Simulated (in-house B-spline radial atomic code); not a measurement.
Solving the quasi-particle equation for 2s of N³⁺

Configuration [He] 2s2, start PBE0, empty levels kept to 10666.7 hartree. Computed with an all-electron radial atomic-structure program (B-spline basis): all electrons, non-relativistic, point nucleus, each spin shell either full or empty, empty states to l = 9 with an (l + 1/2)⁻⁴ tail; G0W0 by contour deformation at full frequency.

At the mean-field level ε = -70.143 eV the matrix elements are Σx = -24.816 eV, v_xc = -19.706 eV and Σc(ε) = -2.546 eV, and the slope of the correlation self-energy is dΣc/dω = -0.0692. The quasi-particle energy solves E = ε + Σx − v_xc + Σc(E).

Problem. What does the linearised equation give?

Solution. Z = 1/(1 − dΣc/dω) = 1/1.0692 = 0.9353. The first-order shift is Σx − v_xc + Σc(ε) = -24.816 − (-19.706) + (-2.546) = -7.656 eV, so E ≈ ε + Z × shift = -70.143 + 0.9353 × (-7.656) = -77.304 eV.

Problem. How does that compare with the full solution and with static screening?

Solution. Solving the equation at full frequency dependence gives E = -77.356 eV, where Σc = -2.104 eV and the weight is 0.948; the linearised value is off by 52 meV. Leaving Z out would give -77.799 eV. Static COHSEX puts -5.310 eV in place of Σc and gives -80.563 eV, 3.21 eV deeper. The tabulated removal energy is 77.474 eV (NIST, measured); the run leaves out relativity, Breit and QED terms.
